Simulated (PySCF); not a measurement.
LaH: one state, many levels of theory

State: singlet, about 0.0 electrons in the 4f shell (Mulliken). Set-up: La x2c-SVPall, H x2c-SVPall; spin-free X2C with a Gaussian nucleus (PySCF 2.14). De refers to La (5d1 6s2) + H in their high-spin ground configurations, without counterpoise correction. A positive dipole means La(−)H(+). Levels whose curve was spin-contaminated or gave no clean fit are not listed.

```
      Level  Re (Å)  ωe (cm⁻¹)  De (eV)  μ (D)  CPU s a point (SCF and correlation, without the integrals)
        RHF   2.052       1416      n/a  -2.34                                                        0.26
    RHF-MP2   1.991       1477      n/a    n/a                                                        0.42
RHF-SCS-MP2   2.000       1469      n/a    n/a                                                         n/a
   RHF-CCSD   2.010       1425      n/a    n/a                                                         n/a
RHF-CCSD(T)   2.012       1412      n/a    n/a                                                         4.5
```

(1) What does second-order correlation do here, going from RHF to RHF-MP2?

(2) What does the triples do here, going from RHF-CCSD to RHF-CCSD(T)?

(3) What does all correlation do here, going from RHF to RHF-CCSD(T)?

Correlated steps freeze 18 core orbitals. These are scalar-relativistic numbers at best; spin–orbit coupling would shift them, the dissociation energy most.

The whole job (state search and all levels along the bond) took about 4 min on 2 threads of Arm Neoverse V1 (shared host), peak memory 1.4 GiB.

## Answers

(1) RHF-MP2 less RHF: -6.1 pm in Re, +4.3 % in ωe. Correlation nearly always deepens the well. The bond shortens, as is common for weak, ionic, metallic or heavy-atom bonds, where dispersion and the correlation of outer-core electrons can pull the atoms together.

(2) RHF-CCSD(T) less RHF-CCSD: +0.2 pm in Re, -0.9 % in ωe. Correlation nearly always deepens the well. The bond lengthens, as in strong covalent bonds, where excitations into antibonding orbitals dominate.

(3) RHF-CCSD(T) less RHF: -4.0 pm in Re, -0.3 % in ωe. Correlation nearly always deepens the well. The bond shortens, as is common for weak, ionic, metallic or heavy-atom bonds, where dispersion and the correlation of outer-core electrons can pull the atoms together.
